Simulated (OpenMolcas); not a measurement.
Co5+: effect of the level shift or regulariser

```json
{
 "Program": "OpenMolcas",
 "Basis": "ANO-RCC-VTZP [6s5p3d2f1g]",
 "Scalar Hamiltonian": "DKH2, point nucleus",
 "Active space": "4 electrons in 5 orbitals (3d)",
 "State averaging": "2S+1 = 5 even, 5 roots; 2S+1 = 3 even, 45 roots; 2S+1 = 1 even, 50 roots",
 "Spin-orbit coupling": "RASSI with atomic mean-field integrals over the reference wave functions, term energies averaged over their components"
}
```

Methods on the same reference wave functions:
A. CASSCF
B. MS-CASPT2, IPEA 0.25 Eh, imaginary shift 0.1 Eh (closed shells correlated: 3s 3p)
C. MS-CASPT2, IPEA 0.25 Eh, real shift 0.2 Eh (closed shells correlated: 3s 3p)
D. MS-CASPT2, IPEA 0.25 Eh, sigma2 regulariser 0.3 Eh (closed shells correlated: 3s 3p)

Energies in eV above 3d4 5D0, the measured ground level; measured values from Sugar and Corliss, J. Phys. Chem. Ref. Data 10, 1097 (1981).

```json
{"Level": "3d4 5D0", "A": "0.0000", "B": "0.0000", "C": "0.0000", "D": "0.0000", "Measured": "0.0000"}
{"Level": "3d4 5D1", "A": "0.0269", "B": "0.0274", "C": "0.0274", "D": "0.0274", "Measured": "0.0253"}
{"Level": "3d4 5D2", "A": "0.0788", "B": "0.0799", "C": "0.0799", "D": "0.0799", "Measured": "0.0730"}
{"Level": "3d4 5D3", "A": "0.1526", "B": "0.1539", "C": "0.1539", "D": "0.1539", "Measured": "0.1394"}
{"Level": "3d4 5D4", "A": "0.2451", "B": "0.2460", "C": "0.2460", "D": "0.2460", "Measured": "0.2209"}
{"Level": "3d4 3H4", "A": "3.8151", "B": "3.670", "C": "3.670", "D": "3.670", "Measured": "3.5183"}
{"Level": "3d4 3H5", "A": "3.8727", "B": "3.731", "C": "3.732", "D": "3.731", "Measured": "3.5715"}
{"Level": "3d4 3H6", "A": "3.9347", "B": "3.797", "C": "3.797", "D": "3.797", "Measured": "3.6245"}
{"Level": "3d4 3P0(1)", "A": "4.0382", "B": "3.528", "C": "3.529", "D": "3.528", "Measured": "3.3682"}
{"Level": "3d4 3P1(1)", "A": "4.1969", "B": "3.692", "C": "3.693", "D": "3.692", "Measured": "3.5288"}
{"Level": "3d4 3F2(1)", "A": "4.4026", "B": "3.968", "C": "3.969", "D": "3.968", "Measured": "3.7883"}
{"Level": "3d4 3F3(1)", "A": "4.4115", "B": "3.980", "C": "3.980", "D": "3.980", "Measured": "3.7982"}
{"Level": "3d4 3F4(1)", "A": "4.4382", "B": "4.008", "C": "4.009", "D": "4.008", "Measured": "3.8208"}
{"Level": "3d4 3P2(1)", "A": "4.4678", "B": "3.962", "C": "3.963", "D": "3.962", "Measured": "3.7823"}
{"Level": "3d4 3G3", "A": "4.8220", "B": "4.418", "C": "4.419", "D": "4.418", "Measured": "4.2187"}
{"Level": "3d4 3G4", "A": "4.8873", "B": "4.485", "C": "4.485", "D": "4.485", "Measured": "4.2743"}
{"Level": "3d4 3G5", "A": "4.9349", "B": "4.538", "C": "4.538", "D": "4.538", "Measured": "4.3214"}
{"Level": "3d4 1I6", "A": "5.7638", "B": "5.571", "C": "5.571", "D": "5.571", "Measured": "5.3065"}
{"Level": "3d4 1G4(1)", "A": "6.0965", "B": "5.514", "C": "5.515", "D": "5.514", "Measured": "5.1981"}
{"Level": "3d4 3D3", "A": "6.2043", "B": "5.429", "C": "5.430", "D": "5.429", "Measured": "5.1672"}
{"Level": "3d4 3D2", "A": "6.2244", "B": "5.452", "C": "5.453", "D": "5.452", "Measured": "5.1895"}
{"Level": "3d4 3D1", "A": "6.2517", "B": "5.477", "C": "5.478", "D": "5.477", "Measured": "5.2195"}
{"Level": "3d4 1S0(1)", "A": "7.0558", "B": "5.957", "C": "5.959", "D": "5.957", "Measured": "5.6254"}
{"Level": "3d4 1D2(1)", "A": "7.5255", "B": "6.921", "C": "6.922", "D": "6.921", "Measured": "6.5389"}
```

Deviations, from unrounded energies. A percentage is the sum of absolute deviations over the sum of measured energies, with the sign that they share, or ± where signs differ.

```csv
Against measurement,Levels,A,B,C,D
mean absolute deviation (cm-1),23,4700,1500,1500,1500
fine structure of the ground term (%),4,+9.8,+10.6,+10.6,+10.6
other terms of the ground configuration (%),19,+16.1,+5.1,+5.1,+5.1
```

B, C, D lie about equally close to measurement and A furthest from it. The largest miss of D in the table is 3d4 1D2(1), by +3100 cm-1. The ranking rests on the paired levels alone, and a cruder setting can come out closer through cancelling errors.

Among B to D the level of the table that moves most is 3d4 1S0(1), by 13 cm-1 (lowest in B, highest in C). Moves below CASPT2's spread within the term are not significant.

The two smallest mean deviations differ by little beside CASPT2's spread within terms, so their order carries little weight.

From A to B the spin-free energies of the other terms of 3d4 shown, above 5D, scale by factors of 0.84 to 0.97, as is usual when dynamic correlation screens the repulsion within a d or f shell.

The lowest spin-free term lies below A's lowest term by 0.301 hartree in B, 0.301 hartree in C, 0.301 hartree in D.

CASPT2 breaks the degeneracy within a term, and the mean is taken; among the terms shown or strongly mixed into the levels shown the widest spread is 1000 cm-1 (3d4 1I, D). Without dynamic correlation excited terms often stand tens of per cent too high (terms of higher spin than the ground term too low), and those without a measured partner can miss by more than the paired ones (holds for A). The CASPT2 spread within a term exceeds the gap to the next term for 3d4 3D and 3d4 1G(1), 3d4 1G(1) and 3d4 1I, so the order of their levels is uncertain (holds for B; C; D). Computed and measured levels are paired by configuration, term and J; levels that our copy of the source lacks, or whose pairing is in doubt (as where it misses far off the trend of its configuration), stay unpaired and out of the deviations. Only configurations of the active space appear. The table leaves out levels that lie high or whose names do not pair safely across all columns.

A number in round brackets counts repeated terms of one configuration in the order of the reference energies.
